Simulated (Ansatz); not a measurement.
```yaml
crystal:
  periodic: [false, false, false]
  atoms:
    - {symbol: O, position_ang: [1.705540, 0.480643, -0.907234]}
    - {symbol: B, position_ang: [1.015481, -0.227826, 0.010881]}
    - {symbol: F, position_ang: [1.735490, -1.061748, 0.753541]}
    - {symbol: Si, position_ang: [-0.995556, -0.105722, 0.321306]}
    - {symbol: H, position_ang: [1.160436, 1.073843, -1.428286]}
    - {symbol: H, position_ang: [-1.284062, 0.325363, 1.715240]}
    - {symbol: H, position_ang: [-1.604492, 0.884255, -0.612547]}
    - {symbol: H, position_ang: [-1.640738, -1.426009, 0.091399]}
basis:
  gaussian: {orbitals: ANO-RCC-VTZP}
hamiltonian: {xc: {name: HF}}
correlation: {method: mp2, frozen_orbitals: {O: 9}}
```

```sh
$ ansatz run in.yaml --threads 2 --pin off --events-out ev --progress --plain --max-ram 4352MiB
```

Output, abridged:

```
Functional definition: HF
Error: "frozen_orbitals" has no count for B
```

In this input frozen orbitals are typed for one element alone, and the program wants a count for each. The input was rejected before any iteration.
